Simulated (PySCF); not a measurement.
Excitation energy of F²⁺ by level of theory

F²⁺ [He] 2s2 2p3 (4S) → F²⁺ [He] 2s1 2p3 3s1 (6S), as a difference of total energies. Computed with PySCF 2.14 in x2c-QZVPPall with one added diffuse shell each of s, p, d, f type (8s5p4d3f1g, 73 functions), with scalar relativity by spin-free X2C-1e. Correlated levels: valence: 1s2 frozen; valence and next inner shell: nothing frozen. The calculations carry no spin-orbit coupling.

```csv
method,excitation energy (eV)
UHF,46.175
LDA,48.443
PBE,48.347
PBE0,48.301
r2SCAN,47.907
r2SCANh,47.933
M06-L,49.093
r2SCAN0,47.971
HSE06,48.290
MP2 (valence),48.126
SCS-MP2 (valence),48.646
MP2 (valence and next inner shell),48.138
SCS-MP2 (valence and next inner shell),48.650
```

Q: How much does correlation contribute at MP2 (valence and next inner shell)?

A: 48.138 − (46.175) = 1.963 eV, measured against UHF.

The promoted electron is Rydberg-like, and one or two diffuse shells describe it only roughly, which tends to raise the upper state.
